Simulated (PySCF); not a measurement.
# CI: from constants to spectrum

UHF-CCSD(T) constants of CI, ²Π (doublet), unpaired electrons π ↑ (basis C x2c-SVPall, I x2c-SVPall; spin-free X2C with a Gaussian nucleus; PySCF 2.14; masses 12.0000 and 126.9045 u):

| Quantity | Value |
| --- | --- |
| ωe | 611.6 cm⁻¹ |
| ωexe | 3.18 cm⁻¹ |
| Be | 0.36182 cm⁻¹ |
| αe | 0.00284 cm⁻¹ |
| D (centrifugal) | 5.07e-07 cm⁻¹ |
| De to C + I | 2.45 eV |

Question: Give the vibrational terms G(v) and spacings up to v = 6.

Answer: G(v) = ωe(v+½) − ωexe(v+½)².

| v | G(v) (cm⁻¹) | G(v) − G(v−1) | Bv (cm⁻¹) |
| --- | --- | --- | --- |
| 0 | 305.0 |  | 0.3604 |
| 1 | 910.2 | 605.2 | 0.3576 |
| 2 | 1509.1 | 598.9 | 0.3547 |
| 3 | 2101.6 | 592.5 | 0.3519 |
| 4 | 2687.8 | 586.2 | 0.3490 |
| 5 | 3267.6 | 579.8 | 0.3462 |
| 6 | 3841.0 | 573.4 | 0.3434 |

Question: How well does the Morse estimate ωe²/(4ωexe) reproduce De, and what is D0?

Answer: It gives 3.65 eV, 149 % of the computed De. D0 = De − G(0) = 2.45 − 0.04 = 2.41 eV.

Correlated steps freeze 19 core orbitals. Correlated levels converge slowly with the basis: in double zeta they bind strong bonds too weakly, by up to about 1 eV, and carry superposition errors of some tenths. Spin–orbit coupling is left out, which matters for elements this heavy, above all for dissociation energies. The state is the lowest determinant that a PBE0 search found; another state may lie lower at other levels.
